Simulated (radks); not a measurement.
Task: The mean radii <r> (bohr) of the occupied orbitals of an atom or ion are listed with their occupations. All-electron calculation, non-relativistic Kohn-Sham, LB94 model potential, spin-polarised, spherical densities, point nucleus. Program: a radial shooting solver on a logarithmic mesh with Libxc functionals.

| orbital | occ. | <r> |
|---|---|---|
| 1s down | 1 | 0.02368 |
| 1s up | 1 | 0.02368 |
| 2s up | 1 | 0.09978 |
| 2s down | 1 | 0.09974 |
| 2p down | 3 | 0.08457 |
| 2p up | 3 | 0.08459 |
| 3s up | 1 | 0.2419 |
| 3s down | 1 | 0.2420 |
| 3p up | 3 | 0.2295 |
| 3p down | 3 | 0.2297 |
| 3d up | 1 | 0.1984 |

Name the element and its charge. Open shells, if any, are filled with parallel spins first.

Result: Z = 64, gadolinium, charge +45: Gd45+ in [Ar] 3d1. The 1s radius gives Z: for a bare nucleus <r> = 1.5/Z, 0.02344 bohr for Z = 64, and screening makes it slightly larger (0.02368 here). The occupations add up to 19, and the charge is Z minus that.
